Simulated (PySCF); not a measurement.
SiI4, SMILES I[Si](I)(I)I.

Geometry optimised at r2SCAN-D4/def2-SVP. The isomer is the one that the SMILES or the coordinates give; other isomers of the formula were not compared. The def2 effective core potentials stand for the cores of I; spin–orbit coupling is left out.

Computed with ωB97X/def2-TZVP (PySCF).

Symmetry labels are those of the subgroup D2 that the program uses (full group Td).

Question: List the valence orbital energies around the gap with their symmetry. (The exact figures need the calculation; the answer reports its results.)

Answer: 
```json
[
 {"orbital": "HOMO−7", "symmetry": "A", "energy (eV)": "-10.92"},
 {"orbital": "HOMO−6", "symmetry": "A", "energy (eV)": "-10.92"},
 {"orbital": "HOMO−5", "symmetry": "B1", "energy (eV)": "-10.44"},
 {"orbital": "HOMO−4", "symmetry": "B2", "energy (eV)": "-10.44"},
 {"orbital": "HOMO−3", "symmetry": "B3", "energy (eV)": "-10.44"},
 {"orbital": "HOMO−2", "symmetry": "B1", "energy (eV)": "-9.85"},
 {"orbital": "HOMO−1", "symmetry": "B2", "energy (eV)": "-9.85"},
 {"orbital": "HOMO", "symmetry": "B3", "energy (eV)": "-9.85"},
 {"orbital": "LUMO", "symmetry": "A", "energy (eV)": "-0.81"},
 {"orbital": "LUMO+1", "symmetry": "B1", "energy (eV)": "1.04"},
 {"orbital": "LUMO+2", "symmetry": "B2", "energy (eV)": "1.04"},
 {"orbital": "LUMO+3", "symmetry": "B3", "energy (eV)": "1.04"}
]
```
